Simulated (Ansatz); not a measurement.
Ansatz (an electronic-structure program) input (CCSD(T)/def2-SVP):

Ansatz 0.2 input:
```yaml
crystal:
  periodic: [false, false, false]
  atoms:
    - {symbol: Hg, position_ang: [0.00000000, 0.00000000, 0.00000000]}
    - {symbol: I, position_ang: [-0.00000000, -0.00000000, -2.61159500]}
    - {symbol: I, position_ang: [0.00000000, 0.00000000, 2.61159500]}
basis:
  gaussian:
    orbitals: def2-SVP
magnetization: {spin_polarized: false}
correlation: {method: ccsd_t, electrons: outside_noble_gas}
```

Output:

```
Functional definition: HF
integrals: 0.09 GiB planned
994 factors; integrals over basis functions are off by at most 1.4e-4 eV
mean field: 0.43 GiB planned
mean field evaluation 1: about -20295.8788 eV, gradient 1.8e1 eV
mean field evaluation 2: about -20296.2215 eV, gradient 1.8e1 eV
mean field evaluation 4: about -20297.4013 eV, gradient 1.2e0 eV
mean field evaluation 8: about -20297.4126 eV, gradient 7.0e-5 eV
mean field evaluation 16: about -20296.9130 eV, gradient 1.0e0 eV
mean field -20297.41261839 eV, -745.9161556452 hartree, gradient 3.2e-6 eV, S^2 0.000000; 0 other end points of the search recorded, 0 dependent functions left out
22 core orbitals not correlated
reference -20297.41261839 eV, -745.9161556452 hartree; 13, 13 occupied and 49, 49 virtual orbitals, 994 factors
second order -13.10357317 eV of doubles, -0.00000000 eV of singles
coupled cluster: 0.18 GiB planned
cycle   1  -12.76617002 eV  change    3.4e-1 eV  update   1.1e-1
cycle   2  -13.09588670 eV  change   -3.3e-1 eV  update   2.8e-2
cycle   3  -13.14818648 eV  change   -5.2e-2 eV  update   1.9e-2
cycle   4  -13.13420663 eV  change    1.4e-2 eV  update   5.0e-3
cycle   5  -13.13353555 eV  change    6.7e-4 eV  update   1.6e-3
cycle   6  -13.13423269 eV  change   -7.0e-4 eV  update   4.4e-4
cycle   7  -13.13406302 eV  change    1.7e-4 eV  update   1.4e-4
cycle   8  -13.13412901 eV  change   -6.6e-5 eV  update   4.2e-5
cycle   9  -13.13414283 eV  change   -1.4e-5 eV  update   1.1e-5
perturbative correction -0.28198773 eV, -0.0103628581 hartree
Total energy: -20310.82874895 eV, -746.4091893498 hartree
```
